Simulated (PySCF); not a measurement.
# Electronic structure of [Ni(H2O)6]2+

[Ni(H2O)6]2+ holds Ni(II), d8, at total charge +2. The structure is a PBE0-D3(BJ)/def2-SVP, IEF-PCM water geometry optimised for multiplicity 3; coordination octahedral, point group C1, metal–donor distances 2.04–2.06 Å.

```
19

Ni    0.0000    0.0000    0.0000
O     2.0565    0.0438   -0.0237
H     2.4282    0.8403    0.3846
H     2.5247   -0.6936    0.3950
O    -2.0397   -0.0317    0.0489
H    -2.5719    0.7535   -0.1386
H    -2.5522   -0.7983   -0.2417
O     0.0350    2.0547    0.0566
H    -0.3576    2.4395    0.8536
H    -0.3805    2.5100   -0.6896
O    -0.0406   -2.0492   -0.0673
H     0.3537   -2.5524    0.6590
H     0.3231   -2.4278   -0.8799
O    -0.0564    0.0624    2.0557
H     0.6969   -0.2996    2.5445
H    -0.8383   -0.3885    2.4078
O     0.0166   -0.0619   -2.0601
H     0.7476    0.4243   -2.4682
H    -0.7856    0.2990   -2.4649
```

Method (PySCF 2.14, density fitting): CASSCF(8,5) with orbitals averaged over all microstates of the shell, strongly contracted NEVPT2 on the averaged canonical orbitals; basis x2c-TZVPall on the metal, x2c-SVPall elsewhere; spin-free X2C; IEF-PCM water; spin-orbit coupling by state interaction with the mean-field operator over all roots.

Spin-free states:

```json
{"2S+1": "3", "deg.": "1", "cubic parent": "3A2g 1.00", "free-ion term": "3F 1.00", "CASSCF / cm⁻¹": "0", "NEVPT2 / cm⁻¹": "0", "f(ED)": "–"}
{"2S+1": "3", "deg.": "1", "cubic parent": "3T2g 1.00", "free-ion term": "3F 1.00", "CASSCF / cm⁻¹": "7241", "NEVPT2 / cm⁻¹": "9341", "f(ED)": "2.6e-08"}
{"2S+1": "3", "deg.": "1", "cubic parent": "3T2g 1.00", "free-ion term": "3F 1.00", "CASSCF / cm⁻¹": "7347", "NEVPT2 / cm⁻¹": "9502", "f(ED)": "1.3e-09"}
{"2S+1": "3", "deg.": "1", "cubic parent": "3T2g 1.00", "free-ion term": "3F 1.00", "CASSCF / cm⁻¹": "7394", "NEVPT2 / cm⁻¹": "9532", "f(ED)": "1.1e-08"}
{"2S+1": "3", "deg.": "1", "cubic parent": "3T1g 1.00", "free-ion term": "3F 0.96", "CASSCF / cm⁻¹": "12498", "NEVPT2 / cm⁻¹": "15800", "f(ED)": "7.5e-09"}
{"2S+1": "3", "deg.": "1", "cubic parent": "3T1g 1.00", "free-ion term": "3F 0.97", "CASSCF / cm⁻¹": "12629", "NEVPT2 / cm⁻¹": "15976", "f(ED)": "2.1e-10"}
{"2S+1": "3", "deg.": "1", "cubic parent": "3T1g 1.00", "free-ion term": "3F 0.97", "CASSCF / cm⁻¹": "12850", "NEVPT2 / cm⁻¹": "16189", "f(ED)": "2.0e-09"}
{"2S+1": "1", "deg.": "1", "cubic parent": "1Eg 1.00", "free-ion term": "1D 0.81", "CASSCF / cm⁻¹": "18720", "NEVPT2 / cm⁻¹": "16762", "f(ED)": "–"}
{"2S+1": "1", "deg.": "1", "cubic parent": "1Eg 1.00", "free-ion term": "1D 0.81", "CASSCF / cm⁻¹": "18728", "NEVPT2 / cm⁻¹": "16770", "f(ED)": "–"}
{"2S+1": "1", "deg.": "1", "cubic parent": "1T2g 1.00", "free-ion term": "1D 0.91", "CASSCF / cm⁻¹": "25011", "NEVPT2 / cm⁻¹": "25228", "f(ED)": "–"}
{"2S+1": "1", "deg.": "1", "cubic parent": "1T2g 1.00", "free-ion term": "1D 0.91", "CASSCF / cm⁻¹": "25167", "NEVPT2 / cm⁻¹": "25404", "f(ED)": "–"}
{"2S+1": "1", "deg.": "1", "cubic parent": "1T2g 1.00", "free-ion term": "1D 0.90", "CASSCF / cm⁻¹": "25247", "NEVPT2 / cm⁻¹": "25464", "f(ED)": "–"}
{"2S+1": "1", "deg.": "1", "cubic parent": "1A1g 1.00", "free-ion term": "1G 0.97", "CASSCF / cm⁻¹": "29672", "NEVPT2 / cm⁻¹": "28245", "f(ED)": "–"}
{"2S+1": "3", "deg.": "1", "cubic parent": "3T1g 1.00", "free-ion term": "3P 0.97", "CASSCF / cm⁻¹": "28265", "NEVPT2 / cm⁻¹": "28360", "f(ED)": "5.8e-09"}
{"2S+1": "3", "deg.": "1", "cubic parent": "3T1g 1.00", "free-ion term": "3P 0.97", "CASSCF / cm⁻¹": "28616", "NEVPT2 / cm⁻¹": "28667", "f(ED)": "2.9e-09"}
{"2S+1": "3", "deg.": "1", "cubic parent": "3T1g 1.00", "free-ion term": "3P 0.96", "CASSCF / cm⁻¹": "28766", "NEVPT2 / cm⁻¹": "28867", "f(ED)": "2.0e-08"}
{"2S+1": "1", "deg.": "1", "cubic parent": "1T1g 1.00", "free-ion term": "1G 1.00", "CASSCF / cm⁻¹": "32067", "NEVPT2 / cm⁻¹": "31958", "f(ED)": "–"}
{"2S+1": "1", "deg.": "1", "cubic parent": "1T1g 1.00", "free-ion term": "1G 1.00", "CASSCF / cm⁻¹": "32124", "NEVPT2 / cm⁻¹": "32005", "f(ED)": "–"}
{"2S+1": "1", "deg.": "1", "cubic parent": "1T1g 1.00", "free-ion term": "1G 1.00", "CASSCF / cm⁻¹": "32218", "NEVPT2 / cm⁻¹": "32106", "f(ED)": "–"}
{"2S+1": "1", "deg.": "1", "cubic parent": "1Eg 0.98", "free-ion term": "1G 0.81", "CASSCF / cm⁻¹": "36639", "NEVPT2 / cm⁻¹": "38256", "f(ED)": "–"}
{"2S+1": "1", "deg.": "1", "cubic parent": "1Eg 0.93", "free-ion term": "1G 0.81", "CASSCF / cm⁻¹": "36732", "NEVPT2 / cm⁻¹": "38396", "f(ED)": "–"}
{"2S+1": "1", "deg.": "1", "cubic parent": "1T2g 0.99", "free-ion term": "1G 0.90", "CASSCF / cm⁻¹": "37335", "NEVPT2 / cm⁻¹": "38930", "f(ED)": "–"}
{"2S+1": "1", "deg.": "1", "cubic parent": "1T2g 0.93", "free-ion term": "1G 0.90", "CASSCF / cm⁻¹": "37429", "NEVPT2 / cm⁻¹": "39016", "f(ED)": "–"}
{"2S+1": "1", "deg.": "1", "cubic parent": "1T2g 1.00", "free-ion term": "1G 0.91", "CASSCF / cm⁻¹": "37599", "NEVPT2 / cm⁻¹": "39176", "f(ED)": "–"}
{"2S+1": "1", "deg.": "1", "cubic parent": "1A1g 1.00", "free-ion term": "1S 0.97", "CASSCF / cm⁻¹": "71232", "NEVPT2 / cm⁻¹": "65826", "f(ED)": "–"}
```

Energies are counted from the ground state at NEVPT2 level. Weights follow the labels. f(ED) is the electric-dipole oscillator strength from the ground state at the fixed geometry, without vibronic coupling; occupations, where given, run over the ligand-field orbitals from the lowest.

## Ligand-field fit

```csv
cm⁻¹,CASSCF
10Dq,7208
B,1279
"B, free ion",1318
C,4731
"C, free ion",4863
rms of the fit,58
```

```
orbital  CASSCF / cm⁻¹  metal share  main function
      1              0         0.99        yz 0.65
      2             64         0.99        xy 0.45
      3            174         0.99        xz 0.74
      4           7244         0.95        z2 0.99
      5           7331         0.95     x2-y2 0.99
```

ζ = 651 cm⁻¹, against 660 for the free ion.

## Spin-orbit levels

| E / cm⁻¹ | deg. | make-up |
| --- | --- | --- |
| 0.0 | 1 | 0.99 3A2g |
| 0.5 | 1 | 0.99 3A2g |
| 2.0 | 1 | 0.99 3A2g |
| 9114.8 | 1 | 0.73 3T2g + 0.15 3T2g + 0.09 3T2g |
| 9226.4 | 1 | 0.40 3T2g + 0.39 3T2g + 0.19 3T2g |
| 9271.1 | 1 | 0.67 3T2g + 0.30 3T2g |
| 9303.6 | 1 | 0.53 3T2g + 0.35 3T2g + 0.11 3T2g |
| 9395.5 | 1 | 0.52 3T2g + 0.47 3T2g |
| 9706.8 | 1 | 0.63 3T2g + 0.31 3T2g + 0.04 3T2g |
| 9720.4 | 1 | 0.66 3T2g + 0.28 3T2g + 0.05 3T2g |
| 9777.0 | 1 | 0.52 3T2g + 0.46 3T2g |
| 9891.2 | 1 | 0.40 3T2g + 0.36 3T2g + 0.24 3T2g |
| 15117.5 | 1 | 0.42 3T1g + 0.32 3T1g + 0.25 3T1g |
| 15578.5 | 1 | 0.62 3T1g + 0.36 3T1g |
| 15614.1 | 1 | 0.74 3T1g + 0.18 3T1g + 0.04 1Eg |
| 15745.8 | 1 | 0.65 3T1g + 0.32 3T1g |

Only the lowest levels are listed: 16 of 45 states.

## Magnetism

The ground multiplet follows a spin Hamiltonian with S = 1, g = 2.240, 2.243, 2.253, D = -1.76 cm⁻¹, E/|D| = 0.14 (spin-orbit part alone); the lowest levels hold 99 % of the spin-free ground state. μeff is 3.25 μB at 300 K and 3.17 μB at 10 K; the spin-only value is 2.83 μB.

```json
{"T / K": "2", "χT / cm³ K mol⁻¹": "1.173", "μeff / μB": "3.06", "χT along axes a, b, c": "0.83 1.03 1.66"}
{"T / K": "5", "χT / cm³ K mol⁻¹": "1.245", "μeff / μB": "3.16", "χT along axes a, b, c": "1.09 1.18 1.46"}
{"T / K": "10", "χT / cm³ K mol⁻¹": "1.259", "μeff / μB": "3.17", "χT along axes a, b, c": "1.18 1.23 1.37"}
{"T / K": "20", "χT / cm³ K mol⁻¹": "1.264", "μeff / μB": "3.18", "χT along axes a, b, c": "1.22 1.25 1.33"}
{"T / K": "30", "χT / cm³ K mol⁻¹": "1.267", "μeff / μB": "3.18", "χT along axes a, b, c": "1.24 1.25 1.31"}
{"T / K": "50", "χT / cm³ K mol⁻¹": "1.271", "μeff / μB": "3.19", "χT along axes a, b, c": "1.25 1.26 1.30"}
{"T / K": "75", "χT / cm³ K mol⁻¹": "1.276", "μeff / μB": "3.19", "χT along axes a, b, c": "1.26 1.27 1.30"}
{"T / K": "100", "χT / cm³ K mol⁻¹": "1.281", "μeff / μB": "3.20", "χT along axes a, b, c": "1.27 1.27 1.30"}
{"T / K": "150", "χT / cm³ K mol⁻¹": "1.290", "μeff / μB": "3.21", "χT along axes a, b, c": "1.28 1.29 1.31"}
{"T / K": "200", "χT / cm³ K mol⁻¹": "1.300", "μeff / μB": "3.22", "χT along axes a, b, c": "1.29 1.30 1.32"}
{"T / K": "250", "χT / cm³ K mol⁻¹": "1.310", "μeff / μB": "3.24", "χT along axes a, b, c": "1.30 1.31 1.32"}
{"T / K": "300", "χT / cm³ K mol⁻¹": "1.319", "μeff / μB": "3.25", "χT along axes a, b, c": "1.31 1.32 1.33"}
```

Axes in the frame of the coordinates: a = (-0.08, 0.54, 0.83); b = (0.96, 0.27, -0.08); c = (-0.27, 0.79, -0.54).

Powder magnetisation at 2 K: 0.51 μB at 0.5 T, 0.97 μB at 1 T, 1.59 μB at 2 T, 1.92 μB at 3 T, 2.16 μB at 5 T, 2.22 μB at 7 T.

NEVPT2 lifts 3T2g-like from 7347 to 9502 cm⁻¹; on the d shell alone it tends to overshoot states that fill the eg-type orbitals. The geometry optimisation stopped short of its thresholds.

The job took 28 s on one thread of Intel Xeon Platinum 8259CL @ 2.50GHz (shared host), with 192 basis functions and a peak of 0.84 GiB, launched as `OMP_NUM_THREADS=1 python lf_run.py task.json out`.
